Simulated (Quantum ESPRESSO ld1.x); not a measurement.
The numbers below are computed, except where a source is named.
Tm50+, configuration [Ar] 4d1 (not the ground configuration).

Code: ld1.x of Quantum ESPRESSO 7.5. Model: non-relativistic Kohn-Sham, exchange-only LDA, spin-polarised, spherical densities, point nucleus; open shells are filled with parallel spins first; relativity is left out, which matters for an element this heavy.

Energy parts (eV):
part                  energy
total             -286572.40
kinetic            286572.40
electron-nucleus  -605571.78
Hartree             36296.52
exchange            -3869.54

Orbitals (lengths in bohr, moments of r in powers of bohr; r(90%) holds 90 % of the orbital's charge):
| orbital | occ. | eigenvalue (eV) | <r^2> | <1/r> | <r> | r(90%) |
|---|---|---|---|---|---|---|
| 1s up | 1 | -58400.1 | 0.0006457 | 68.41 | 0.02198 | 0.0391 |
| 1s down | 1 | -58400.1 | 0.0006457 | 68.41 | 0.02198 | 0.0391 |
| 2s up | 1 | -12166.9 | 0.009959 | 16.14 | 0.09226 | 0.141 |
| 2s down | 1 | -12164.8 | 0.009958 | 16.15 | 0.09225 | 0.141 |
| 2p up | 3 | -11804.3 | 0.007370 | 16.14 | 0.07809 | 0.126 |
| 2p down | 3 | -11802.6 | 0.007369 | 16.14 | 0.07809 | 0.126 |
| 3s up | 1 | -4764.56 | 0.05544 | 6.668 | 0.2209 | 0.320 |
| 3s down | 1 | -4762.13 | 0.05534 | 6.674 | 0.2207 | 0.319 |
| 3p up | 3 | -4623.22 | 0.05036 | 6.627 | 0.2091 | 0.309 |
| 3p down | 3 | -4621.02 | 0.05027 | 6.632 | 0.2089 | 0.308 |
| 3d up | 0 | -4398.56 | 0.03752 | 6.527 | 0.1805 | 0.274 |
| 3d down | 0 | -4396.33 | 0.03747 | 6.529 | 0.1804 | 0.274 |
| 4s up | 0 | -2512.20 | 0.1907 | 3.560 | 0.4121 | 0.578 |
| 4s down | 0 | -2499.44 | 0.1904 | 3.565 | 0.4117 | 0.578 |
| 4d up | 1 | -2353.73 | 0.1653 | 3.469 | 0.3804 | 0.550 |
| 4d down | 0 | -2342.06 | 0.1647 | 3.478 | 0.3796 | 0.549 |

The highest occupied level is 4d up at -2353.7 eV. The configuration is held as typed, so some empty levels lie below it. The density falls to 0.001 e/bohr^3 at r = 0.89 bohr. Virial ratio -V/T = 2.00000. Spin moment in Bohr magnetons: 1.
